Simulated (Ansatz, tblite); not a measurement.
Removing and adding an electron: SnCl3(OSiMe3) (C3H9Cl3OSiSn). Total charge 0; singlet. Geometry: r2SCAN-D4/def2-SVP. Ansatz, gas phase; energy differences of separate SCF runs; the oxidised species was run as a doublet alone; the reduced species was run as a doublet alone.

```xyz
18

Sn   -1.2295    2.3113   -0.9454
Cl   -3.5514    2.3905   -0.7907
Cl   -0.3688    4.4535   -0.6564
Cl   -0.6376    1.5308   -3.0724
O    -0.5263    1.1516    0.4413
Si    0.2226   -0.3749    0.3865
C    -0.8803   -1.5550   -0.5618
C     0.3988   -0.8748    2.1771
C     1.8856   -0.1952   -0.4535
H    -0.4587   -2.5742   -0.5716
H    -0.9964   -1.2380   -1.6116
H    -1.8842   -1.6136   -0.1101
H    -0.5856   -0.9416    2.6669
H     0.8922   -1.8568    2.2680
H     1.0019   -0.1387    2.7320
H     1.7692    0.1381   -1.4980
H     2.5174    0.5407    0.0701
H     2.4312   -1.1536   -0.4705
```

In the def2 sets Sn takes a core potential; there is no spin–orbit coupling. The xTB rows come from tblite.

| level | −HOMO (eV) | vertical IE (eV) | −LUMO (eV) | vertical EA (eV) | HOMO–LUMO gap (eV) | IE − EA (eV) | remarks |
| --- | --- | --- | --- | --- | --- | --- | --- |
| GFN1-xTB | 11.46 | 13.83 | 9.70 | 7.57 | 1.76 | 6.26 | – |
| GFN2-xTB | 11.11 | 13.47 | 9.48 | 7.35 | 1.63 | 6.12 | – |
| PBE-D4/def2-TZVP | 7.08 | – | 3.91 | 1.48 | 3.16 | – | HOMO above zero (-1 doublet) |

Problem. Estimate the rows for HF/def2-TZVP, PBE0-D4/def2-TZVP.

Solution. 
```tsv
level	−HOMO (eV)	vertical IE (eV)	−LUMO (eV)	vertical EA (eV)	HOMO–LUMO gap (eV)	IE − EA (eV)	remarks
HF/def2-TZVP	11.79	10.11	-0.79	0.16	12.58	9.95	–
PBE0-D4/def2-TZVP	8.46	10.14	3.05	1.41	5.42	8.72	HOMO above zero (-1 doublet)
```

Run but left out: PBE-D4/def2-TZVP (charge +1 doublet: an occupied level 0.11 eV above an empty one).   A HOMO above zero means that the electron is unbound at that level or that self-interaction error raises the level; the energy of removing that electron tells which. Raw xTB energy differences between charge states are shifted by several eV; the methods need an empirical correction for them. Sets without diffuse functions give affinities that are too small.
